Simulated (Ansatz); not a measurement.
CH$_{4}$F$_{2}$OSi$_{2}$ (`O=C([SiH3])[SiH](F)F`), charge 0, multiplicity 1.

Problem. Give a relaxed structure at PBE0-D4/def2-TZVP (the Gaussian-basis code of Ansatz). (Best estimate.)

Solution. Computed: 
Cartesian coordinates in Å:
```
O -0.679 -0.913 -1.638
C -0.244 -0.368 -0.642
Si 1.578 -0.680 -0.056
Si -1.463 0.789 0.290
F -1.237 0.622 1.853
F -1.102 2.289 -0.081
H 2.152 0.612 0.402
H 2.355 -1.260 -1.176
H 1.512 -1.616 1.096
H -2.872 0.524 -0.050
```
This is one stationary point; other conformers may exist.
